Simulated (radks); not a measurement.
Values are calculated unless marked as measured or tabulated.
Removal energies from the lanthanum ion La13+, [Kr] 4d8, by Delta-SCF beside the eigenvalue of the level emptied. Code: a radial shooting solver on a logarithmic mesh with Libxc functionals. Model: scalar-relativistic Kohn-Sham, r2SCAN, spin-polarised, spherical densities, finite nucleus; meta-GGA in the generalised Kohn-Sham scheme; Fermi nuclear charge, rms radius of each element as measured or else 0.836 A^(1/3) + 0.57 fm. Open shells are filled with parallel spins first.

removed from    final configuration  Delta-SCF (eV)  -eigenvalue (eV)
4d                         [Kr] 4d7          335.04            320.74
4p            [Ar] 3d10 4s2 4p5 4d8          437.46            422.48
4s            [Ar] 3d10 4s1 4p6 4d8          507.47            492.03
3d             [Ar] 3d9 4s2 4p6 4d8          1095.2            1062.7
